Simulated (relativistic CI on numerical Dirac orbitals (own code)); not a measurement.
# How well does a small relativistic CI reproduce K⁶⁺?

Computed by Dirac-Coulomb-Breit CI, separate exchange-only KLI orbitals for each configuration, QED by a radiative potential, unscaled Slater integrals (own radial code, finite nucleus).

Configurations in the expansion (outside the closed core [Ne]): 3s²3p, 3s3p², 3s²3d, 3p³, 3s3p3d, 3p²3d, 3s²4s, 3s3d², 3s²4p, 3s²4d, 3s²4f, 3s3p4s, 3s²5s, 3s3p4p, 3s²5p, 3p3d², 3d³, 3d²4s, 3d²4p, 3d²4d. Double excitations out of closed p, d and f shells are left out; levels of such configurations are missing from the list, as are those of other unlisted configurations, and high levels can miss mixing partners. These lack a partner that the ground configuration has and come out too high: 3s²4f, 3s²5s, 3s²5p.

| Configuration | Term (tabulated) | J | Measured (cm⁻¹) | Computed | Error | Purity (%) |
| --- | --- | --- | --- | --- | --- | --- |
| 3s²3p | 2P° | 1/2 | 0.0 | 0 | 0 | 96 |
| 3s²3p | 2P° | 3/2 | 3134.3 | 3085 | -49 | 96 |
| 3s3p² | 4P | 1/2 | 114889.0 | 112264 | -2625 | 99 |
| 3s3p² | 4P | 3/2 | 116027.0 | 113387 | -2640 | 99 |
| 3s3p² | 4P | 5/2 | 117764.0 | 115107 | -2657 | 99 |
| 3s3p² | 2D | 3/2 | 151883.9 | 152072 | 188 | 84 |
| 3s3p² | 2D | 5/2 | 152051.7 | 152244 | 192 | 84 |
| 3s3p² | 2S | 1/2 | 193084.5 | 196971 | 3887 | 96 |
| 3s3p² | 2P | 1/2 | 206502.9 | 210987 | 4484 | 93 |
| 3s3p² | 2P | 3/2 | 208432.5 | 212902 | 4469 | 95 |
| 3s²3d | 2D | 3/2 | 250664.0 | 257831 | 7167 | 82 |
| 3s²3d | 2D | 5/2 | 250787.0 | 257911 | 7124 | 83 |
| 3p³ | 2D° | 3/2 | 297788.0 | 296575 | -1213 | 64 |
| 3p³ | 2D° | 5/2 | 298098.0 | 296875 | -1223 | 65 |
| 3p³ | 4S° | 3/2 | 308021.0 | 308403 | 382 | 98 |
| 3s3p3d | 4F° | 5/2 | 334828.0 | 334452 | -376 | 100 |
| 3p³ | 2P° | 1/2 | 335425.0 | 338194 | 2769 | 76 |
| 3p³ | 2P° | 3/2 | 335460.0 | 338222 | 2762 | 75 |
| 3s3p3d | 4F° | 7/2 | 335745.0 | 335360 | -385 | 100 |
| 3s3p3d | 4F° | 9/2 | 336960.0 | 336565 | -395 | 100 |
| 3s3p3d | 4P° | 5/2 | 362740.0 | 363765 | 1025 | 94 |
| 3s3p3d | 4P° | 3/2 | 363567.0 | 364629 | 1062 | 92 |
| 3s3p3d | 4P° | 1/2 | 364292.0 | 365303 | 1011 | 95 |
| 3s3p3d | 4D° | 1/2 | 365933.0 | 367907 | 1974 | 95 |
| 3s3p3d | 4D° | 3/2 | 366356.0 | 368272 | 1916 | 92 |
| 3s3p3d | 4D° | 5/2 | 366662.0 | 368608 | 1946 | 94 |
| 3s3p3d | 4D° | 7/2 | 366800.0 | 368808 | 2008 | 99 |
| 3s3p3d | 2D° | 5/2 | 376266.0 | 379956 | 3690 | 79 |
| 3s3p3d | 2D° | 3/2 | 376289.0 | 379992 | 3703 | 79 |
| 3s3p3d | 2F° | 5/2 | 394367.0 | 401698 | 7331 | 98 |
| 3s3p3d | 2F° | 7/2 | 396853.0 | 404163 | 7310 | 98 |
| 3s3p3d | 2P° | 3/2 | 430356.0 | 441366 | 11010 | 82 |
| 3s3p3d | 2P° | 1/2 | 431284.0 | 442372 | 11088 | 83 |
| 3s3p3d | 2F° | 7/2 | 431613.0 | 442592 | 10979 | 96 |
| 3s3p3d | 2F° | 5/2 | 432279.0 | 443258 | 10979 | 96 |
| 3s²4s | 2S | 1/2 | 439322.0 | 448875 | 9553 | 98 |
| 3s3p3d | 2P° | 1/2 | 446656.0 | 459577 | 12921 | 88 |
| 3s3p3d | 2P° | 3/2 | 446745.0 | 459748 | 13003 | 87 |
| 3s3p3d | 2D° | 3/2 | 450988.0 | 463241 | 12253 | 79 |
| 3s3p3d | 2D° | 5/2 | 451426.0 | 463664 | 12238 | 81 |
| 3p²3d | 4F | 5/2 | 509610.0 | 511889 | 2279 | 99 |
| 3p²3d | 4F | 7/2 | 510506.0 | 512795 | 2289 | 99 |
| 3p²3d | 4F | 9/2 | 511643.0 | 513933 | 2290 | 99 |
| 3p²3d | 2P | 3/2 | 517290.0 | 518796 | 1506 | 90 |
| 3p²3d | 4D | 3/2 | 520819.0 | 523695 | 2876 | 97 |
| 3p²3d | 4D | 5/2 | 521021.0 | 523950 | 2929 | 99 |
| 3p²3d | 4D | 7/2 | 521696.0 | 524610 | 2914 | 99 |
| 3p²3d | 2D | 5/2 | 545671.0 | 550061 | 4390 | 80 |
| 3p²3d | 2D | 3/2 | 546115.0 | 550478 | 4363 | 82 |
| 3p²3d | 4P | 5/2 | 550817.0 | 555658 | 4841 | 96 |
| 3p²3d | 4P | 3/2 | 551458.0 | 556318 | 4860 | 98 |
| 3p²3d | 4P | 1/2 | 551852.0 | 556720 | 4868 | 98 |
| 3s3p4s | 4P° | 1/2 | 566231.0 | 567492 | 1261 | 100 |
| 3s3p4s | 4P° | 3/2 | 567308.0 | 568585 | 1277 | 100 |
| 3s3p4s | 4P° | 5/2 | 569280.0 | 570540 | 1260 | 100 |
| 3s²4d | 2D † | 3/2 | 570738.0 | 581249 | 10511 | 57 |
| 3s²4d | 2D † | 5/2 | 570922.0 | 581784 | 10862 | 80 |
| 3p²3d | 2D | 5/2 | 574915.0 | 585733 | 10818 | 74 |
| 3p²3d | 2F | 5/2 | 581175.0 | 595677 | 14502 | 83 |
| 3p²3d | 2F | 7/2 | 581812.0 | 596400 | 14588 | 83 |
| 3s3d² | 4F | 5/2 | 590498.0 | 596755 | 6257 | 100 |
| 3s3d² | 4F | 7/2 | 590585.0 | 596819 | 6234 | 99 |
| 3s3d² | 4F | 9/2 | 590663.0 | 596896 | 6233 | 100 |
| 3s²4f | 2F° | 5/2 | 608532.0 | 623317 | 14785 | 98 |
| 3s²4f | 2F° | 7/2 | 608536.0 | 623323 | 14787 | 98 |
| 3s3d² | 2G | 7/2 | 627835.0 | 648255 | 20420 | 86 |
| 3s3d² | 2G | 9/2 | 627849.0 | 648292 | 20443 | 86 |

Measured levels from Sansonetti, J. Phys. Chem. Ref. Data 37, 7 (2008); pairs were made by configuration, J and term (by order where the table uses no LS term), so strongly mixed levels may be paired wrongly.

Mean error by configuration (cm⁻¹): 3s²3p -49; 3s3p² 662; 3s²3d 7145; 3p³ 696; 3s3p3d 5740; 3s²4s 9553; 3p²3d 5354; 3s3p4s 1266; 3s3d² 11918; 3s²4f 14786. Over the excited levels the mean absolute error is 5551 cm⁻¹ (66 of the 69 excited levels that our extract of the source holds in range could be paired, and the others can miss by more), and the median relative error of those above 1,000 cm⁻¹ is 0.93 %. † marks terms whose computed intervals miss the measured ones by more than a factor of 2.5, or configurations far off the rest, from wrong mixing, a near crossing or a doubtful label or measurement; they are left out of the means.
